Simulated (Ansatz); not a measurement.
C₂H₈BN⁺, that is BMe2(NH2) with one electron fewer. The state is a doublet with charge 1. Geometry PBE0-D4/def2-SVP; atoms count from 1.

```xyz
12

B    -0.102   -0.064   -0.064
C     0.782   -0.908    0.921
H     0.828   -1.985    0.714
H     0.273   -0.769    1.899
H     1.787   -0.472    1.007
C     0.142    1.461   -0.355
H    -0.724    2.028   -0.719
H     0.911    1.441   -1.157
H     0.599    1.942    0.522
N    -1.212   -0.724   -0.746
H    -1.193   -0.966   -1.743
H    -2.090   -0.984   -0.280
```

Q: Estimate the Mulliken populations from the PBE0/def2-TZVP orbitals of Ansatz.

A: 
```
atom  charge (e)  spin (α − β)
  B1        0.13         -0.05
  C2       -0.38          0.13
  H3        0.18          0.00
  H4        0.20          0.00
  H5        0.20          0.00
  C6       -0.38          0.14
  H7        0.18          0.00
  H8        0.20          0.01
  H9        0.20          0.00
 N10       -0.20          0.82
 H11        0.33         -0.03
 H12        0.33         -0.03
```
Mulliken values and Mayer orders depend strongly on the basis.

Q: Where does the spin sit?

A: Summed by element: B -0.05, C 0.27, H -0.04, N 0.82, of 1 unpaired in all. Largest on single atoms: N10 0.82, C6 0.14, C2 0.13.

Q: And the Mayer bond orders between bonded heavy atoms (over 0.3)?

A: B1–C2 1.06 (1.57 Å); B1–C6 1.05 (1.57 Å); B1–N10 1.07 (1.46 Å).
